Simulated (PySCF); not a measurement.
YF3, SMILES [F][Y]([F])[F].

Coordinates come from a B3LYP-D3(BJ)/def2-TZVP optimisation. The isomer is the one that the SMILES or the coordinates give; other isomers of the formula were not compared. The def2 effective core potentials stand for the cores of Y; spin–orbit coupling is left out.

The numbers are results of r2SCAN/def2-TZVPD (PySCF), not measurements.

Symmetry labels are those of the subgroup C2v that the program uses (full group D3h).

List the valence orbital energies around the gap with their symmetry. (Estimate from the structure and the level; the computed values follow.)


```csv
orbital,symmetry,energy (eV)
HOMO−7,B1,-9.97
HOMO−6,A1,-9.97
HOMO−5,B2,-9.60
HOMO−4,A2,-9.60
HOMO−3,B2,-9.30
HOMO−2,B1,-9.19
HOMO−1,A1,-9.01
HOMO,B1,-9.01
LUMO,A1,-2.63
LUMO+1,A2,-1.00
LUMO+2,B2,-1.00
LUMO+3,B2,0.01
```
